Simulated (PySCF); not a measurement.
Species: C7H11N3.
Atom-mapped SMILES: `[CH2:1]=[CH:2][c:3]1[n:4][n:5][nH:6][c:7]1[CH:8]([CH3:9])[CH3:10]`

Structure used (GFN2-xTB), in Å, numbered top down from 1:
```
atom  x, y, z in Å
C1     3.5002   -0.3762   -0.8533
C2     2.2053   -0.5394   -0.6163
C3     1.3369    0.5360   -0.1966
N4     1.7651    1.8112   -0.0062
N5     0.7919    2.5422    0.3596
N6    -0.3056    1.7872    0.4251
C7    -0.0255    0.5057    0.0843
C8    -1.0404   -0.5841    0.0584
C9    -2.1388   -0.2702   -0.9618
C10   -1.6289   -0.8022    1.4555
H11    4.1280   -1.1928   -1.1655
H12    3.9577    0.5907   -0.7373
H13    1.7319   -1.5065   -0.7294
H14   -1.1912    2.1825    0.6990
H15   -0.5311   -1.5021   -0.2513
H16   -2.6948    0.6203   -0.6752
H17   -2.8367   -1.1016   -1.0280
H18   -1.7058   -0.1044   -1.9460
H19   -2.1737    0.0779    1.7917
H20   -0.8373   -1.0123    2.1715
H21   -2.3159   -1.6450    1.4447
```

NICS is the negative of the GIAO shielding at a point without a nucleus: at the ring centre (0) and 1 Å above and below it (1); zz is the component along the ring normal. Level: GIAO PBE0/pcSseg-1 (PySCF, non-relativistic, gas phase) on the GFN2-xTB geometry, one conformer.

Ring bond lengths (Å), with Mayer bond orders in brackets: C3–N4 1.359 (1.32), N4–N5 1.271 (1.52), N5–N6 1.334 (1.17), N6–C7 1.355 (1.05), C7–C3 1.391 (1.36).

**Question.** Give the NICS values of each ring in ppm.

**Answer.** 
| ring | type | NICS(0) | NICS(1), two faces | NICS(1)zz, two faces | rms pucker (Å) | centre to ring atoms, mean (Å) |
| --- | --- | --- | --- | --- | --- | --- |
| C3–N4–N5–N6–C7 | 5-membered ring with 3 N; formal bonds all aromatic | -11.4 | -12.2 / -12.2 | -29.6 / -29.6 | 0.00 | 1.14 |

**Question.** What do they say, and how far can they be read as aromaticity?

**Answer.** 
- C3–N4–N5–N6–C7: mean NICS(1)zz -29.6 ppm, shielded. For a flat ring without four-coordinate atoms the NICS criterion counts such a value as aromatic.

**Question.** How equal are the bonds by HOMA? HOMA = 1 − mean of α(R − Ropt)² over the ring bonds, with Krygowski's 1993 parameters (CC: Ropt 1.388 Å, α 257.7 Å⁻²; CN: Ropt 1.334 Å, α 93.52 Å⁻²; NN: Ropt 1.309 Å, α 130.33 Å⁻²).

**Answer.** 
- C3–N4–N5–N6–C7: HOMA 0.93; the largest term is that of N4–N5, α(R − Ropt)² = 0.19. The geometric and the magnetic index point the same way.

**Question.** List the ring angles and the Hirshfeld charges of the ring atoms.

**Answer.** 
- C3–N4–N5–N6–C7: C3 107.5° (-0.002 e), N4 109.8° (-0.127 e), N5 108.6° (-0.087 e), N6 110.7° (-0.017 e), C7 103.4° (+0.038 e); sum 540.0° against 540° for a flat convex ring.

**Question.** What are the shieldings of the ring atoms and their hydrogens in the same run (means over atoms taken as equivalent)?

**Answer.** 
```json
{"atoms": "C3", "environment": "substituted aromatic carbon", "σ isotropic (ppm)": "43.2", "principal values of the symmetric part, first atom (ppm)": "-13.6, 26.3, 116.9"}
{"atoms": "N4", "environment": "pyridine-type nitrogen", "σ isotropic (ppm)": "-113.3", "principal values of the symmetric part, first atom (ppm)": "-360.4, -170.7, 191.2"}
{"atoms": "N5", "environment": "pyridine-type nitrogen", "σ isotropic (ppm)": "-128.5", "principal values of the symmetric part, first atom (ppm)": "-396.6, -124.3, 135.5"}
{"atoms": "N6", "environment": "pyrrole-type nitrogen", "σ isotropic (ppm)": "20.0", "principal values of the symmetric part, first atom (ppm)": "-134.6, 76.8, 117.8"}
{"atoms": "C7", "environment": "substituted aromatic carbon", "σ isotropic (ppm)": "41.3", "principal values of the symmetric part, first atom (ppm)": "-19.2, 8.0, 135.1"}
{"atoms": "H14", "environment": "N–H hydrogen", "σ isotropic (ppm)": "20.98", "principal values of the symmetric part, first atom (ppm)": "17.0, 19.9, 26.0"}
```

Hardware: one thread, Arm Neoverse V1 (shared host). Cost: 78 s (grids of density and orbitals included). This is the whole shielding run at PBE0/pcSseg-1, SCF included.
